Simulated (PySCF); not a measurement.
Computed data sheet: `[SiH3]N[SiH2]Oc1ccccc1`

C₆H₁₁NOSi₂.
Geometry (PBE0-D3(BJ)/def2-SVP, Å), atoms numbered from 1 in this order:
```xyz
21
C6H11NOSi2 angstrom
Si     4.094   -0.747   -0.415
N      3.034   -0.205    0.864
Si     1.567    0.678    0.714
O      0.309   -0.398    0.409
C     -1.003   -0.146    0.213
C     -1.539    1.147    0.244
C     -2.904    1.340    0.035
C     -3.745    0.256   -0.207
C     -3.207   -1.032   -0.239
C     -1.847   -1.235   -0.031
H      5.519   -0.443   -0.082
H      3.692   -0.008   -1.646
H      3.994   -2.219   -0.666
H      3.219   -0.587    1.788
H      1.678    1.623   -0.431
H      1.278    1.385    1.995
H     -0.892    2.008    0.432
H     -3.310    2.354    0.062
H     -4.813    0.412   -0.371
H     -3.855   -1.891   -0.429
H     -1.408   -2.235   -0.053
```

Some functional groups and rings: benzene ring and Si–H bond.

**PBE0-D3(BJ)/def2-SVP geometry optimisation, gas phase (PySCF)**

* Point group: C1
* Rotational constants A, B, C: 3.089, 0.389, 0.361 GHz

**CAM-B3LYP/def2-SVPD ground state, ΔSCF and vertical TDDFT (core frozen in the response) (PySCF)**

- Dipole moment: 0.96 D
- HOMO energy: -7.78 eV
- LUMO energy: 0.78 eV
- HOMO–LUMO gap: 8.56 eV
- Lowest singlet excitation: 5.22 eV (238 nm, f = 0.023)
- Strongest line among the 10 lowest singlet transitions: S6 at 6.91 eV (180 nm, f = 0.853)
- Lowest triplet excitation (Tamm–Dancoff): 4.02 eV
- Static isotropic polarisability: 132.5 au
- Vertical ionisation energy: 8.38 eV
- Electronic spatial extent ⟨r²⟩ about the centre of nuclear charge: 3013 bohr²

HF/pcSseg-1 ground state and GIAO shieldings, non-relativistic (PySCF):

* 13C chemical shifts (computed TMS as zero) by class: 163.5 (C5), 139.7 (C7/C9), 126.1 (C8), 122.6 (C6/C10) ppm
* 1H chemical shifts (computed TMS as zero) by class: 7.54 (H18/H20), 7.05 (H19), 6.96 (H17/H21), 4.52 (H15/H16), 4.36 (H11/H12/H13), 0.54 (H14) ppm
* Isotropic shieldings of nuclei other than C and H, by class: 255 (N2), 238 (O4), 429 (Si3), 444 (Si1) ppm

Monoisotopic mass (most abundant isotopes): 169.0379 u.

The ΔSCF ionisation energy exceeds −ε(HOMO) by 0.60 eV with CAM-B3LYP. No computed singlet falls in the visible range (750 to 380 nm, 1.65 to 3.26 eV); S1 lies 1.96 eV above its blue end. The polarisability is 19.64 Å³ as a volume (1 au = 0.148185 Å³), or 1.47 au for each of the 90 electrons. The vertical singlet–triplet gap S1 − T1 is 1.20 eV (TDDFT singlet less Tamm–Dancoff triplet). The largest Löwdin shares of the HOMO are 0.21 on C8, 0.18 on O4, 0.17 on C5 and 0.12 on C10. In atomic units the dipole is 0.38 e·bohr (1 au = 2.5417 D). S1 lies 3.34 eV below the HOMO–LUMO gap.

 NMR classes are plain means over equivalent atoms (diastereotopic ones count apart unless rotation or inversion swaps them), as if these changed places fast; in this geometry the members of some classes differ.

One conformer stands for the species.
